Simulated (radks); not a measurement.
Q: Re, configuration [Xe] 4f14 5d5 6s2 (the NIST ground configuration). Calculated with a radial shooting solver on a logarithmic mesh with Libxc functionals: non-relativistic Kohn-Sham, LDA (Slater exchange, Perdew-Wang correlation), spin-polarised, spherical densities, point nucleus; open shells are filled with parallel spins first (spin-orbit coupling, left out, can overturn this in heavy ions); relativity is left out, which matters for an element this heavy. Some entries of the table are withheld. Estimate them.

| orbital | occ. | eigenvalue (hartree) | <r^2> (bohr^2) | <1/r> (bohr^-1) |
|---|---|---|---|---|
| 1s up | 1 | -2407.651 | 0.0005456 | 74.41 |
| 1s down | 1 | -2407.651 | 0.0005456 | 74.41 |
| 2s up | 1 | -397.0778 | 0.008529 | 17.46 |
| 2s down | 1 | -397.0681 | 0.008529 | 17.46 |
| 2p up | 3 | -380.9720 | 0.006300 | 17.50 |
| 2p down | 3 | -380.9643 | 0.006300 | 17.50 |
| 3s up | 1 | -91.13698 | 0.05337 | 6.723 |
| 3s down | 1 | -91.13241 | 0.05337 | 6.723 |
| 3p up | 3 | -83.62235 | 0.04929 | 6.678 |
| 3p down | 3 | -83.61777 | 0.04929 | 6.678 |
| 3d up | 5 | -69.56552 | 0.03824 | 6.604 |
| 3d down | 5 | -69.55886 | 0.03824 | 6.604 |
| 4s up | 1 | -18.44478 | 0.2615 | 2.908 |
| 4s down | 1 | -18.43580 | 0.2614 | 2.908 |
| 4p up | 3 | -15.28624 | 0.2706 | 2.818 |
| 4p down | 3 | -15.27669 | 0.2704 | 2.818 |
| 4d up | 5 | -9.50855 | 0.2924 | 2.623 |
| 4d down | 5 | -9.49702 | 0.2920 | 2.624 |
| 5s up | 1 | -2.59578 | 1.458 | 1.158 |
| 5s down | 1 | -2.50892 | 1.442 | 1.167 |
| 4f up | 7 | -1.92027 | 0.3949 | 2.209 |
| 4f down | 7 | -1.90176 | 0.3893 | 2.216 |
| 5p up | 3 | -1.66401 | 1.790 | 1.041 |
| 5p down | 3 | -1.56808 | 1.772 | 1.050 |
| 5d up | 5 | -0.29537 | 3.997 | 0.7176 |
| 6s up | 1 | (1) | 12.48 | 0.3812 |
| 5d down | 0 | -0.19572 | 4.536 | 0.6974 |
| 6s down | 1 | (2) | 14.80 | 0.3485 |

A: 
(1) 6s up eigenvalue (hartree): -0.20445
(2) 6s down eigenvalue (hartree): -0.16128
